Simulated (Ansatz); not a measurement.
Compare A (`C=N[SiH](N)O`) with its isomer B (`NC(=O)N[SiH3]`).

Computed with Ansatz on PBE0-D4/def2-TZVP structures; ΔE is electronic, products minus reactants. CCSD(T)/CBS adds triple-zeta CCSD(T) − MP2 to the extrapolated MP2 energy (def2 sets, frozen cores). DFT in def2-TZVPP. B3LYP here is the variant with VWN-RPA as its local correlation; programs differ in this. One conformer a species, not always the lowest.

(1) Which is lower in electronic energy at CCSD(T)/CBS, and by how much? (An estimate is asked.)

(2) Give E(B) − E(A) in kJ/mol with HF/def2-TZVPP, ωB97M-V, CCSD/def2-TZVPP, PBE-D4, MP2/def2-TZVPP, B3LYP, B3LYP-D4. (Best estimate.)

Largest T1 diagnostic: 0.014.

Results:

(1) Computed: A, by 109.7 kJ/mol.

(2) The calculation gave: HF/def2-TZVPP 95.1, ωB97M-V 94.8, CCSD/def2-TZVPP 105.0, PBE-D4 70.0, MP2/def2-TZVPP 105.7, B3LYP 89.9, B3LYP-D4 90.5. None reverses the order clearly.

In def2-TZVPP, CCSD(T) changes the Hartree–Fock value by +8.3 kJ/mol (the triples alone add −1.6 kJ/mol) and MP2 by +10.6 kJ/mol. From PBE to PBE0 (25 % exact exchange), in def2-TZVPP and without D4, E(B) − E(A) moves by +5.1 kJ/mol.
